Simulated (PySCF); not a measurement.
S$_{2}$, triplet, at a GFN2-xTB geometry, with bond 1-2 at 1.4 times its length; PySCF with CASSCF(2,3)/cc-pVDZ.

The PySCF input:
```python
from pyscf import gto, scf, mcscf
import numpy

mol = gto.Mole()
mol.atom = '''
    S     0.00000000    0.00000000   -1.71003775
    S     0.00000000    0.00000000    0.95002097
'''
mol.basis = 'cc-pvdz'
mol.spin = 2
mol.verbose = 4
mol.build()

mf = scf.ROHF(mol)
mf.kernel()
mc = mcscf.CASSCF(mf, 3, 2)
mc.fix_spin_(ss=2.0)
mc.kernel()
occ = numpy.linalg.eigvalsh(mc.fcisolver.make_rdm1(mc.ci, mc.ncas, mc.nelecas))[::-1]
ss = mc.fcisolver.spin_square(mc.ci, mc.ncas, mc.nelecas)[0]
print('natural occupations', occ.round(4), ' <S^2>', round(ss, 4))
```

### Question
What does PySCF print? Leave out banner, timings and long lists.

### Answer

```
PySCF version 2.14.0

[INPUT] verbose = 4
[INPUT] num. atoms = 2
[INPUT] num. electrons = 32
[INPUT] charge = 0
[INPUT] spin (= nelec alpha-beta = 2S) = 2
[INPUT] symmetry False subgroup None
[INPUT] Mole.unit = angstrom
[INPUT] Symbol           X                Y                Z      unit          X                Y                Z       unit  Magmom
[INPUT]  1 S      0.000000000000   0.000000000000  -1.710037750000 AA    0.000000000000   0.000000000000  -3.231503010167 Bohr   0.0
[INPUT]  2 S      0.000000000000   0.000000000000   0.950020970000 AA    0.000000000000   0.000000000000   1.795279445894 Bohr   0.0

nuclear repulsion = 50.9272088533143
number of shells = 10
number of NR pGTOs = 82
number of NR cGTOs = 36
basis = cc-pvdz
ecp = {}

******** <class 'pyscf.scf.rohf.ROHF'> ********
method = ROHF
initial guess = minao
damping factor = 0
level_shift factor = 0
DIIS = <class 'pyscf.scf.diis.CDIIS'>
diis_start_cycle = 1
diis_space = 8
diis_damp = 0
SCF conv_tol = 1e-09
SCF conv_tol_grad = None
SCF max_cycles = 50
direct_scf = True
direct_scf_tol = 1e-13
num. doubly occ = 15  num. singly occ = 2
Set gradient conv threshold to 3.16228e-05
init E= -794.461759682142
  HOMO = -0.251491469673288  LUMO = -0.145921402858142  gap/eV = 2.87271
cycle= 1 E= -794.889418925108  delta_E= -0.428  |g|= 0.114  |ddm|= 0.997
  HOMO = -0.27159778551741  LUMO = -0.0562860381844672  gap/eV = 5.85893
cycle= 2 E= -794.89635221556  delta_E= -0.00693  |g|= 0.0334  |ddm|= 0.16
  HOMO = -0.254616455945793  LUMO = -0.0358134238892551  gap/eV = 5.95393
cycle= 3 E= -794.896809216447  delta_E= -0.000457  |g|= 0.00941  |ddm|= 0.0252
  HOMO = -0.254789624381943  LUMO = -0.0341747147308411  gap/eV = 6.00324
cycle= 4 E= -794.896865170724  delta_E= -5.6e-05  |g|= 0.00136  |ddm|= 0.0115
  HOMO = -0.255196466211943  LUMO = -0.0343901060870031  gap/eV = 6.00845
cycle= 5 E= -794.896866175927  delta_E= -1.01e-06  |g|= 0.000312  |ddm|= 0.00147
  HOMO = -0.255218299722824  LUMO = -0.034389701836389  gap/eV = 6.00905
cycle= 6 E= -794.896866233885  delta_E= -5.8e-08  |g|= 4.93e-05  |ddm|= 0.00035
  HOMO = -0.255213546532705  LUMO = -0.0343858528300043  gap/eV = 6.00903
cycle= 7 E= -794.896866235606  delta_E= -1.72e-09  |g|= 4.56e-06  |ddm|= 6.25e-05
  HOMO = -0.255213709194503  LUMO = -0.0343869802070074  gap/eV = 6.00900
cycle= 8 E= -794.896866235621  delta_E= -1.43e-11  |g|= 5.03e-07  |ddm|= 5.37e-06
  HOMO = -0.255213696050418  LUMO = -0.034386965382837  gap/eV = 6.00900
Extra cycle  E= -794.896866235621  delta_E= -2.27e-13  |g|= 1.53e-07  |ddm|= 4.35e-07
converged SCF energy = -794.896866235621

******** <class 'pyscf.mcscf.mc1step.CASSCF'> ********
CAS (2e+0e, 3o), ncore = 15, nvir = 18
max_cycle_macro = 50
max_cycle_micro = 4
conv_tol = 1e-07
conv_tol_grad = None
orbital rotation max_stepsize = 0.02
orbital rotation threshold for CI restart = 0.01
augmented hessian ah_max_cycle = 30
augmented hessian ah_conv_tol = 1e-12
augmented hessian ah_linear dependence = 1e-14
augmented hessian ah_level shift = 1e-08
augmented hessian ah_start_tol = 2.5
augmented hessian ah_start_cycle = 3
augmented hessian ah_grad_trust_region = 3
kf_trust_region = 3
kf_interval = 4
ci_response_space = 4
ci_grad_trust_region = 3
with_dep4 0
natorb = False
canonicalization = True
sorting_mo_energy = False
ao2mo_level = 2
internal_rotation = False
******** <class 'pyscf.fci.addons.SpinPenaltyFCISolver'> ********
max. cycles = 50
conv_tol = 1e-08
davidson only = True
linear dependence = 1e-12
level shift = 0.001
max iter space = 12
nroots = 1
pspace_size = 400
spin = None
CASCI E = -794.896866235612  S^2 = 2.0000000
Set conv_tol_grad to 0.000316228
macro iter   1 (  1 JK    1 micro), CASSCF E = -794.896866235612  dE =  0.00000000e+00  S^2 = 2.0000000
               |grad[o]|=1.17e-06  |grad[c]|=8.66e-07  |ddm|=    0  |maxRot[o]|=    0
1-step CASSCF converged in   1 macro (  1 JK   1 micro) steps
CASSCF canonicalization
Density matrix diagonal elements [1.0000e+00 1.0000e+00 9.9998e-11]
CASSCF energy = -794.896866235612
CASCI E = -794.896866235612  E(CI) = -1.15523942703828  S^2 = 2.0000000
natural occupations [1. 1. 0.]  <S^2> 2.0
```
